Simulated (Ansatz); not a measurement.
Stretching the Al1–O2 bond in AlO (multiplicity 2 held). Energies count from the point at 1.627 Å.


U- levels take the lowest unrestricted solution at each point, which mixes spins at long bonds. Full CI gives the lowest state of the spin. Levels need not reach the same state.

Frozen-core correlation.

Programs: Ansatz (a first-principles code) with Gaussian orbitals. Each number belongs to the level named beside it.

Problem. Predict the energy at R = 6.510 Å from FCI/6-31G.

Solution. 86.2 kcal/mol

Problem. Predict the energy at R = 6.510 Å from U-CCSD(T)/6-31G.

Solution. 61.8 kcal/mol

Problem. What is the computed energy at R = 6.510 Å (U-MP2/6-31G)?

Solution. 64.9 kcal/mol

Doubts at one or more of the structures used: a spin-contaminated determinant (U-MP2/6-31G, U-CCSD(T)/6-31G); T1 above 0.05 (U-CCSD(T)/6-31G); the program's own flag: large difference (U-CCSD(T)/6-31G).
